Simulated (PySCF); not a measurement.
Excitations are Tamm–Dancoff values on a coarser integration grid. The basis has no diffuse functions, so Rydberg states are missing or too high.

Species: C2H5NSi, SMILES `C1=[SiH]CN1` (charge 0, multiplicity 1).

### Question
Give the brightest of the four lowest singlets (TDA), S1 oscillator strength, HOMO–LUMO gap, S1 excitation (TDA) and dipole moment at the level M06-2X/def2-TZVP // B3LYP-D3(BJ)/def2-TZVP in PySCF 2.14.0.

### Answer

```yaml
brightest of the four lowest singlets (TDA): 3.97 eV
S1 oscillator strength: 0.238
HOMO–LUMO gap: 5.86 eV
S1 excitation (TDA): 3.97 eV
dipole_moment: 0.761 e·Å
```
